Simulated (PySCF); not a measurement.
# Orbital energies, ionisation energy and electron affinity

Species: C₇H₁₁FO.
Z-matrix (Å and degrees, PBE0-D3(BJ)/def2-SVP geometry), rows numbered from 1:
```
C 
C   1  1.4911
C   2  1.3504  1  128.38
C   3  1.4774  2  118.63  1     0.06
O   4  1.1892  3  128.75  2    -4.70
F   4  1.3500  3  112.15  2   174.91
C   3  1.5167  2  123.56  1  -178.70
C   7  1.5319  3  110.50  2   106.58
C   7  1.5222  3  113.83  2   -18.85
H   1  1.0981  2  110.83  3  -169.65
H   1  1.0993  2  111.96  3   -46.99
H   1  1.1027  2  110.82  3    70.16
H   2  1.0947  1  115.74  3  -179.84
H   7  1.1030  3  106.37  2  -137.28
H   8  1.1010  7  110.71  3   176.52
H   8  1.1017  7  110.45  3   -63.85
H   8  1.0992  7  111.62  3    56.53
H   9  1.1006  7  111.89  3   -53.13
H   9  1.1001  7  109.91  3  -173.00
H   9  1.1021  7  111.87  3    68.35
```

Level: PBE0/def2-SVPD (PySCF). Frontier orbitals with their largest atomic shares (Löwdin; up to four atoms above 4 %):

```tsv
orbital	ε (eV)	main atoms
HOMO−3	-9.96	C8 24 %, C9 22 %, C7 14 %, H18 11 %
HOMO−2	-9.61	C7 23 %, C8 14 %, H14 12 %, C9 12 %
HOMO−1	-8.62	O5 56 %, C4 9 %, F6 9 %, C3 8 %
HOMO	-7.77	?
LUMO	-1.69	C2 27 %, C4 20 %, O5 17 %, C3 15 %
LUMO+1	0.52	C9 13 %, C2 10 %, C8 9 %, C1 8 %
LUMO+2	1.08	C1 14 %, H10 12 %, H13 9 %, H14 8 %
```

Problem. What vertical ionisation energy does ΔSCF give, and how far is −ε(HOMO) from it?

Solution. ΔSCF: 9.62 eV (928 kJ/mol; threshold wavelength 129 nm); ⟨S²⟩ of the doublet left behind is 0.756, against 0.75 for a pure doublet. −ε(HOMO) is 7.77 eV, 1.85 eV below it. For the exact functional −ε(HOMO) would equal the first vertical ionisation energy; PBE0 (global hybrid, 25 % exact exchange) falls short of its own ΔSCF value by 19 %. Holes in the HOMO−1 and HOMO−2 were tried too where these lie within 1.2 eV of the HOMO; the lowest converged state counts.

Problem. On which atoms does the HOMO lie?

Solution. C3 (fully substituted alkene carbon) 30 %, C2 (alkene CH carbon) 27 %, O5 (carbonyl oxygen) 8 %, C1 (allylic carbon) 7 %, so no atom holds as much as 40 %. The HOMO−1 lies 0.85 eV lower.

Problem. And the vertical electron affinity, the fundamental gap, Mulliken's electronegativity and the hardness (with the factor ½)?

Solution. EA = -0.13 eV by ΔSCF (−ε(LUMO) = 1.69 eV); a negative value means that the added electron isn't bound at this geometry and level, and the number then depends on the basis. IE − EA = 9.75 eV against an orbital gap of 6.08 eV; (IE + EA)/2 = 4.74 eV; (IE − EA)/2 = 4.88 eV.

Problem. What kinetic energy would electrons from this vertical process carry with He I light (21.218 eV)?

Solution. 21.22 − 9.62 = 11.60 eV.

Problem. Shift the occupied levels rigidly so that −ε(HOMO) equals the ΔSCF value. What binding energies result?

Solution. The shift is +1.85 eV: HOMO 9.62, HOMO−1 10.47, HOMO−2 11.46, HOMO−3 11.81 eV. A rigid shift is only a rough guide to the deeper ionisations.

Problem. How many of the 10 lowest singlet excitations (vertical TDDFT, same level) lie below the ionisation energy?

Solution. All 10; they run from 5.05 to 8.02 eV.

Isolated species at its PBE0-D3(BJ)/def2-SVP geometry (one conformer only).
